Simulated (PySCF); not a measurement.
The calculation used delta-SCF UKS SCAN, pcX-2 on the ionised atom, pcseg-1 elsewhere, spin-free X2C (PySCF 2.14.0). Geometries: PBE0-D3(BJ)/def2-SVP; isolated species, one conformer each. Values against the vacuum level.

(1) Rank by computed C 1s binding energy, lowest first.
A. C1 in `[CH3:1][B:2]1[O:3][CH2:4][CH:5]([F:6])[CH2:7][O:8]1`
B. C2 in `[Cl:1][CH2:2][SiH:3]1[O:4][CH2:5][CH2:6][O:7]1`
C. C4 in `[BH3-:1][N+:2]#[C:3][CH2:4][B:5]([OH:6])[OH:7]`
D. C1 in `[CH3:1][O:2][B:3](/[CH:4]=[CH:5]/[F:6])[O:7][CH3:8]`

(2) Rank by computed O 1s binding energy, lowest first.
A. Oxygen in `O[SiH](O)P`
B. Oxygen in `ClC[SiH]1OCCO1`
C. Oxygen in `[BH3-][N+]#CCB(O)O`

(3) Rank by computed B 1s binding energy, lowest first.
A. Boron in `COB(/C=C/F)OC`
B. B1 in `[BH3-:1][N+:2]#[C:3][CH2:4][B:5]([OH:6])[OH:7]`
C. Boron in `O1CC(F)COB1C`

## Answers

(1) A (290.04 eV), B (291.91 eV), C (292.25 eV), D (292.50 eV).

The highest is bonded to O and 3 H, the lowest to 3 H and B; the range is 2.46 eV.

(2) B (538.24 eV), A (538.71 eV), C (540.28 eV).

From the lowest up, the atoms are bonded to: C and Si (538.24); H and Si (538.71); H and B (540.28).

(3) B (193.61 eV), A (196.73 eV), C (197.05 eV).

The highest is bonded to 2 O and C, the lowest to N and 3 H; the range is 3.44 eV.
